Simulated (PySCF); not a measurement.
**Computed structure and properties of [Ce(SH)2]+**

System: [Ce(SH)2]+ (singlet in the valence; each metal's 4f electrons, 1 of them, lie in its core potential, out of spins and levels); start: displaced along the imaginary mode (C2v). Method: PySCF 2.14.0, RKS PBE, Ce lcecp-1-SVP with ECP47, S def2-SVP, H def2-SVP; non-relativistic Hamiltonian with scalar-relativistic core potentials where named; density fitting; no spin-orbit coupling.

Input of the relaxation:

```python
mol = gto.M(atom='''
Ce     0.00007     0.00030    -0.00008
S     -0.00198     0.66002     2.45070
H      0.05765     1.26052     3.69565
S     -0.00198    -0.67614    -2.44630
H      0.05765    -0.79116    -3.82372''',
    basis={'Ce': 'lcecp-1-SVP', 'S': 'def2-SVP', 'H': 'def2-SVP'},
    ecp={'Ce': 'lcecp-1-SVP'},
    charge=1, spin=0)
mf = dft.RKS(mol, xc='PBE')
mf.grids.atom_grid = (50, 194)  # f atoms: unpruned, at least (60, 302)
mf = mf.density_fit()  # fitting sets: Ce AutoAux, S def2-universal-JKFIT, H def2-universal-JKFIT
mf.conv_tol = 1e-08; mf.max_cycle = 55
mf.kernel(dm0)  # dm0: converged density of the start geometry
# quasi-Newton relaxation in Cartesian coordinates to a largest gradient under 0.00045 Eh/bohr, steps kept in the point group
```

Run from Python with OMP_NUM_THREADS=2; the lines above give its settings. Where DIIS fails, smearing, a level shift and second-order steps follow.
It took 88 s on 2 threads of Arm Neoverse V2, on a shared host, from the converged density of the start.

Course of the relaxation:

```
step  energy above end (eV)  largest force component within the symmetry (eV/Å)
   0                 0.7857                                               0.612
   1                 0.7704                                               0.105
   2                 0.7681                                               0.051
   3                 0.7594                                               0.184
   4                 0.7412                                               0.097
   5                 0.7133                                               0.356
   6                 0.7033                                               0.646
   7                 0.6854                                               0.743
  26                 0.0081                                               0.162
  27                 0.0062                                               0.166
  28                 0.0020                                               0.136
  29                 0.0002                                               0.046
  30                 0.0000                                               0.006
  31                 0.0000                                               0.007
```
(The steps between are left out.)

Relaxed geometry (C2v):

```xyz
5

Ce   -0.3691   -1.5028    0.4100
S    -0.0170    0.4859    2.0527
H     0.2572    1.4242    1.0960
S    -0.0170   -0.6240   -2.0150
H     0.2572    0.6702   -1.6674
```

| contact | Å |
| --- | --- |
| Ce1–S2 (SH) | 2.603 |
| Ce1–S4 (SH) | 2.603 |

On the finer grid (75, 302):

```json
{"HOMO": "-10.90 eV", "LUMO": "-7.83 eV", "Dipole about the centre of mass": "3.83 D", "Set of Mulliken populations of Ce1 outside the core potential": "s 2.22, p 6.16, d 1.52, f 0.03", "D3(BJ) dispersion energy (not in the energies)": "-0.124 eV"}
```

```csv
atom,Mulliken (e),Löwdin (e),spin (e)
Ce1,1.07,0.59,0.00
S2,-0.19,0.15,0.00
H3,0.15,0.06,0.00
S4,-0.19,0.15,0.00
H5,0.15,0.06,0.00
```

The 4f levels lie in the core potential and are missing. Their spin isn't counted.

On the grid (50, 194), as all that follows. Harmonic modes: a minimum; lowest 81 cm⁻¹ (negative: unstable), highest 2594 cm⁻¹, zero-point energy 0.427 eV.

Taking off one SH (charge -1, singlet; the rest: singlet) in vacuum, both parts rigid, costs 14.18 eV; the small basis without counterpoise inflates it. Most of it is the attraction of opposite charges; other ways to part are cheaper, and one spin state was tried for the rest.

Rigid scan of SH along the line from its metal:

(distance to S2 (Å), energy (eV)): (2.30, 0.703), (2.40, 0.276), (2.50, 0.061), (2.60, 0.000), (2.70, 0.048), (2.80, 0.173), (3.00, 0.561), (3.30, 1.275), (3.70, 2.188), (4.20, 3.084)

One start shape was tried, so this needn't be the lowest isomer.

An lcecp potential fixes the number of 4f electrons, so in runs with it no electron can move into or out of that shell.
